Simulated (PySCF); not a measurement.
# BiH: frontier orbitals

B3LYP at R = 1.801 Å; Bi cc-pVTZ-PP with ECP60, H cc-pVTZ; scalar-relativistic core potentials (PySCF 2.14). State: ³Σ⁻ (triplet), unpaired electrons π ↑↑. Only the outer orbitals are listed, counted within each symmetry, core potentials removing the inner ones.

```json
{"spin": "α", "orbital": "4σ", "occ.": "1", "ε (eV)": "-16.45", "on Bi (%)": "93", "main shells (%)": "93 Bi s"}
{"spin": "α", "orbital": "5σ", "occ.": "1", "ε (eV)": "-8.36", "on Bi (%)": "56", "main shells (%)": "49 Bi p, 44 H s"}
{"spin": "α", "orbital": "3π", "occ.": "1", "ε (eV)": "-5.82", "on Bi (%)": "100", "main shells (%)": "100 Bi p"}
{"spin": "α", "orbital": "3π", "occ.": "1", "ε (eV)": "-5.82", "on Bi (%)": "100", "main shells (%)": "100 Bi p"}
{"spin": "α", "orbital": "6σ", "occ.": "0", "ε (eV)": "-0.18", "on Bi (%)": "54", "main shells (%)": "52 Bi p, 47 H s"}
{"spin": "α", "orbital": "7σ", "occ.": "0", "ε (eV)": "2.58", "on Bi (%)": "103", "main shells (%)": "86 Bi s, 13 Bi d"}
{"spin": "α", "orbital": "4π", "occ.": "0", "ε (eV)": "4.76", "on Bi (%)": "98", "main shells (%)": "98 Bi d"}
{"spin": "β", "orbital": "4σ", "occ.": "1", "ε (eV)": "-15.20", "on Bi (%)": "91", "main shells (%)": "90 Bi s, 9 H s"}
{"spin": "β", "orbital": "5σ", "occ.": "1", "ε (eV)": "-8.12", "on Bi (%)": "52", "main shells (%)": "48 H s, 43 Bi p"}
{"spin": "β", "orbital": "3π", "occ.": "0", "ε (eV)": "-3.16", "on Bi (%)": "100", "main shells (%)": "100 Bi p"}
{"spin": "β", "orbital": "3π", "occ.": "0", "ε (eV)": "-3.16", "on Bi (%)": "100", "main shells (%)": "100 Bi p"}
{"spin": "β", "orbital": "6σ", "occ.": "0", "ε (eV)": "0.08", "on Bi (%)": "59", "main shells (%)": "57 Bi p, 42 H s"}
```

Task: Which are the highest filled and the lowest empty level, where do they sit, and how wide is the gap?

Result: Highest filled α 3π at -5.82 eV (in %: 100 Bi p); lowest empty β 3π at -3.16 eV (in %: 100 Bi p); the gap at B3LYP is 2.66 eV. Both belong to one degenerate shell, split only by its one-sided filling, so this is no excitation gap.

- bond order (Mayer): 0.98
- ⟨S²⟩: 2.004
- charge on Bi (Mulliken, basis-dependent): 0.09
- charge on Bi (Löwdin, basis-dependent): 0.21
- dipole moment (positive dipole means Bi(−)H(+)): -0.73 D
- polarisability along the bond: 48.8 bohr³
- polarisability across the bond: 38.5 bohr³

Shares are Mulliken populations and can fall outside 0 to 100 %.

These are scalar-relativistic numbers at best; spin–orbit coupling would shift them, the dissociation energy most. The state was picked by a PBE0 search and need not be the measured ground state.
